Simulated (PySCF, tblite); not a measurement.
Parent: `[O:1]=[C:2]1[CH2:3][CH2:4][PH2+:5][CH2:6][CH2:7]1` (charge +1) with O1–C2–C3–C4 -113°, C2–C3–C4–P5 -57°, C3–C4–P5–C6 49°, C4–P5–C6–C7 -49°, [C5H10OP]+.

Computed geometry: GFN2-xTB, gas phase. One conformer each, not checked by frequencies here.

```tsv
coordinate of the parent	value
O1=C2	1.193 Å
C2–C3	1.527 Å
C3–C4	1.537 Å
C4–P5	1.809 Å
P5–C6	1.809 Å
C6–C7	1.537 Å
C2–C7	1.527 Å
O1–C2–C3	122.8°
O1–C2–C7	122.8°
C3–C2–C7	114.4°
C2–C3–C4	111.6°
C3–C4–P5	108.8°
C4–P5–C6	106.8°
P5–C6–C7	108.8°
C2–C7–C6	111.7°
```

Task: How does the shared frame change in `[CH2:1]=[CH:2][PH+:3]1[CH2:4][CH2:5][C:6](=[O:7])[CH2:8][CH2:9]1` (charge +1) with C1–C2–P3–C4 120°, C2–P3–C4–C5 172°, P3–C4–C5–C6 -57°, C4–C5–C6–O7 -111°, C5–C6–C8–C9 -68°, [C7H12OP]+? Atoms pair as O1 = O7, C2 = C6, C3 = C5, C4 = C4, P5 = P3, C6 = C9, C7 = C8 (parent first).

Result: 
```
  parent  relative  value in the relative  change
   O1=C2     O7=C6                1.194 Å  +0.001
   C2–C3     C6–C5                1.524 Å  -0.003
   C3–C4     C5–C4                1.535 Å  -0.002
   C4–P5     C4–P3                1.815 Å  +0.006
   P5–C6     P3–C9                1.815 Å  +0.006
   C6–C7     C9–C8                1.535 Å  -0.002
   C2–C7     C6–C8                1.524 Å  -0.003
O1–C2–C3  O7–C6–C5                 122.9°    +0.1
O1–C2–C7  O7–C6–C8                 122.9°    +0.1
C3–C2–C7  C5–C6–C8                 114.2°    -0.2
C2–C3–C4  C6–C5–C4                 111.1°    -0.5
C3–C4–P5  C5–C4–P3                 109.8°    +1.0
C4–P5–C6  C4–P3–C9                 105.7°    -1.1
P5–C6–C7  P3–C9–C8                 109.8°    +1.0
C2–C7–C6  C6–C8–C9                 111.1°    -0.6
```

Of the parent's bonds, C4–P5 and P5–C6 change most and about equally (+0.006 Å). Bonds of the relative outside the shared frame: C1=C2 1.327, C2–P3 1.789 Å. Point group Cs → Cs.
